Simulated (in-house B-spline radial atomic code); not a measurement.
How numerical settings move a run on Hf3+, [Xe] 4f14 5d1. Computed with a B-spline radial code for spherical atoms: Dirac-Hartree-Fock, average of configuration, Fermi nucleus of rms radius 5.347 fm.

Command:
```bash
python run_scf.py task.json out
```
Settings of the sound reference run:
```
Z                72
electrons        69
configuration    [Xe] 4f14 5d1
hamiltonian      dirac
method           hf
spin_polarised   False
nucleus          fermi
rms_radius       5.347
mass_number      180
atomic_mass      179.9466
speed_of_light   137.036
knot_spacing     0.22
spline_order     8
gauss_points     12
box_radius       16.22
max_iterations   70
damping          0.5
damped_steps     3
diis_vectors     10
tolerance        1e-08
start            Thomas-Fermi
```

Time taken, with all properties: 2.5 s on 1 thread of Arm Neoverse N1, with other jobs on the host.

It converges in 10 iterations to -15087.275075 hartree, with 5d5/2 at -32.0581 eV. The other runs change the listed settings, some to values that make no sense; their results aren't properties of the atom or ion. Radii are in bohr (the nuclear one in fm), a minus after a letter asks for a j subshell, and «unchanged» means within 1e-8 hartree. The run stops when the residual is below 10 × tolerance × max(1, Z/10), or a noise floor if that is larger, and the energy moves by less than 1e-8 × √|E| hartree; so very loose and very tight tolerances often act alike.

| changed settings | outcome |
| --- | --- |
| spline_order = 6, box_radius = 0.65, max_iterations = 100, tolerance = 1e-13 | converged in 9 iterations, energy +1.08e+03 hartree from the reference, 5d5/2 level +2.4e+03 eV (the program warns: 5d5/2 has a positive eigenvalue: unbound, held by the box; 4s1/2 has a positive eigenvalue: unbound, held by the box) |
| spline_order = 6 | converged in 10 iterations, energy +2.08e-05 hartree from the reference, 5d5/2 level -6.3e-07 eV |
| spline_order = 5, max_iterations = 50, damped_steps = 8 | converged in 12 iterations, energy +3.91e-04 hartree from the reference, 5d5/2 level -1.9e-05 eV |
| electrons = 77, configuration = [Xe] 4f14 5d1 7s2 7p6, max_iterations = 50 | not converged after 50 iterations, last residual 2.2e-02 |
| knot_spacing = 1, box_radius = 0.97, first_knot = 1.39e-05, max_iterations = 75, damped_steps = 1 | converged in 7 iterations, energy +2.16e+02 hartree from the reference, 5d5/2 level +7.0e+02 eV (the program warns: 5d5/2 has a positive eigenvalue: unbound, held by the box; 4d3/2 has a positive eigenvalue: unbound, held by the box) |
| first_knot = 1.39e-06 | converged in 10 iterations, energy +1.80e-08 hartree from the reference |
| spline_order = 4 | converged in 10 iterations, energy +1.09e-02 hartree from the reference, 5d5/2 level -2.9e-04 eV |
| first_knot = 1.39e-05 | converged in 10 iterations, energy +1.30e-08 hartree from the reference |
| first_knot = 0.000139 | converged in 10 iterations, energy +1.92e-05 hartree from the reference |
| spin_polarised = True | stopped with error: spin polarisation is not served with the Dirac Hamiltonian |
| damping = 0 | converged in 8 iterations, energy unchanged, 5d5/2 level +4.7e-06 eV |
| damping = 0.8 | converged in 10 iterations, energy unchanged, 5d5/2 level +6.8e-06 eV |
| first_knot = 0.00139 | converged in 10 iterations, energy -5.08e-01 hartree from the reference, 5d5/2 level +1.6e-04 eV |
| first_knot = 0.0139 | converged in 10 iterations, energy +6.27e+00 hartree from the reference, 5d5/2 level -1.8e-02 eV |
| first_knot = 0.00417 | converged in 10 iterations, energy -1.16e+00 hartree from the reference, 5d5/2 level -4.9e-04 eV |
| spline_order = 7 | converged in 10 iterations, energy +1.21e-06 hartree from the reference |

What happens with damping = 0.2?

Converged in 9 iterations, energy unchanged, 5d5/2 level -8.5e-06 eV.

What happens with spline_order = 3?

Converged in 10 iterations, energy +5.41e-01 hartree from the reference, 5d5/2 level -9.4e-03 eV.

What happens with spline_order = 5?

Converged in 10 iterations, energy +3.91e-04 hartree from the reference, 5d5/2 level -1.2e-05 eV.

What happens with spline_order = 7, max_iterations = 100, tolerance = 1e-05, start = bare nucleus?

Converged in 11 iterations, energy +1.21e-06 hartree from the reference, 5d5/2 level -2.1e-06 eV.
